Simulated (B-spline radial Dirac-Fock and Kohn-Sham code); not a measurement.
Relativistic shifts of the levels of Yb⁶⁶⁺

System: the Yb⁶⁶⁺ ion, [He] 2s2.

Both columns are ΔSCF binding energies of the configuration average from a B-spline atomic structure program: non-relativistic Hartree-Fock with a point nucleus, and Dirac-Fock with a finite nucleus and the Coulomb interaction alone, averaged over the two j levels with weights 2j+1.

```csv
shell,Hartree-Fock (eV),Dirac-Fock (eV),shift (eV),shift (%)
1s,64735.6,69509.8,+4774.22,+7.37
2s,15635.1,17082.3,+1447.24,+9.26
```

Relativity binds 1s, 2s more strongly, among those listed most of all 2s in relative terms.

Values without a named source are computed, but for edge energies of neutral atoms, which are taken from tables.
